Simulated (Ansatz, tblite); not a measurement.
Forces on the cluster Ag2F⁺ at its r2SCAN-D4/def2-TZVP geometry. Charge 1, multiplicity 1.

In the def2 sets Ag takes a core potential; there is no spin–orbit coupling. The xTB rows come from tblite. The structure comes from a short search, and lower isomers may exist.

GFN1-xTB (tblite), largest force 0.39 eV/Å:

```xyz
3
positions Å, forces eV/Å
Ag   -1.249    0.532   -1.590   -0.231    0.099   -0.293
Ag    1.251   -0.535    1.588    0.230   -0.098    0.294
F    -0.001    0.003    0.002    0.001   -0.001   -0.001
```

GFN2-xTB (tblite), largest force 0.54 eV/Å:

```
Ag -0.324 0.138 -0.412
Ag 0.324 -0.139 0.412
F 0.000 0.000 0.000
```

PBE-D4/def2-TZVP (Ansatz), largest force 0.18 eV/Å:

```
Ag -0.111 0.047 -0.141
Ag 0.111 -0.047 0.140
F 0.000 0.000 0.000
```
